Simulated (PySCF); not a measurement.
Radial density of Gd⁵⁷⁺ (gadolinium, charge +57)

M06-L, [He] 2s2 2p3, high-spin 4S determinant. All numbers are calculated (PySCF 2.14, the spin-free X2C one-electron Hamiltonian (Gaussian nucleus), in an uncontracted even-tempered set (19 s from 34 bohr⁻², ratio 2.2; 13 p from 44 bohr⁻², ratio 2.2; 5 d from 170 bohr⁻², ratio 2.4; 5 f from 250 bohr⁻², ratio 2.4; 4 g from 380 bohr⁻², ratio 2.4)).

```csv
r (bohr),4πr²ρ (e/bohr),4πr²(ρα − ρβ)
0.0196,72.73,6.6868
0.0330,49.08,20.2009
0.0555,56.67,35.7729
0.0934,47.14,25.2816
0.157,7.694,3.7779
0.264,0.08188,0.0415
```

Densities and radii are taken from the X2C orbitals without a picture-change correction, which distorts them close to the nucleus.

Spin-orbit coupling, which splits the p, d and f shells strongly at this Z, is absent. Spin-orbit coupling is strong in this species (close to jj coupling), so the high-spin LS determinant is a model state, not a physical level.
